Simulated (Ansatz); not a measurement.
`O[SiH](S)P[SiH3]`. Total charge 0; spin multiplicity 1.

| atom | x (Å) | y (Å) | z (Å) |
| --- | --- | --- | --- |
| O1 | -1.848 | -1.011 | 1.865 |
| Si2 | -0.711 | -0.122 | 1.084 |
| S3 | 1.213 | -0.090 | 2.022 |
| P4 | -0.364 | -0.906 | -0.985 |
| Si5 | 0.918 | 0.831 | -1.631 |
| H6 | -1.704 | -1.955 | 1.949 |
| H7 | -1.208 | 1.268 | 1.166 |
| H8 | 1.639 | -1.219 | 1.430 |
| H9 | -1.579 | -0.388 | -1.510 |
| H10 | 2.331 | 0.481 | -1.351 |
| H11 | 0.578 | 2.104 | -0.942 |
| H12 | 0.733 | 1.006 | -3.096 |

Q: What are the harmonic wavenumbers in cm⁻¹ at PBE0-D4/def2-TZVP (Ansatz, finite differences of forces, unscaled)? (Best estimate.)

A: The calculation gave: 55, 89, 137, 161, 164, 225, 259, 286, 436, 460, 495, 515, 591, 606, 689, 766, 781, 833, 875, 900, 920, 936, 941, 2218, 2228, 2247, 2261, 2402, 2701, 3915.

Q: Is this a minimum?

A: Yes, all 30 modes are real.

Q: Give the ideal-gas thermochemistry at 298.15 K and 1 bar (rigid rotor, harmonic oscillator; point group C1, symmetry number 1).

A: Zero-point energy 180.0 kJ/mol; H(298) − E = 207.9 kJ/mol; entropy 404.0 J/(mol·K), of which translation 170.7, rotation 121.5, vibration 111.7; G(298) − E = 87.4 kJ/mol. Modes under 100 cm⁻¹ are hindered rotations or soft bends, so the harmonic entropy is rough.

Q: And at 400, 500, 600, 800 and 1000 K?

A: 
| T (K) | H − E (kJ/mol) | S (J/mol/K) | G − E (kJ/mol) |
| --- | --- | --- | --- |
| 400 | 224.2 | 451.0 | 43.8 |
| 500 | 242.3 | 491.4 | -3.3 |
| 600 | 261.9 | 527.1 | -54.3 |
| 800 | 304.4 | 588.0 | -166.0 |
| 1000 | 350.1 | 638.9 | -288.8 |
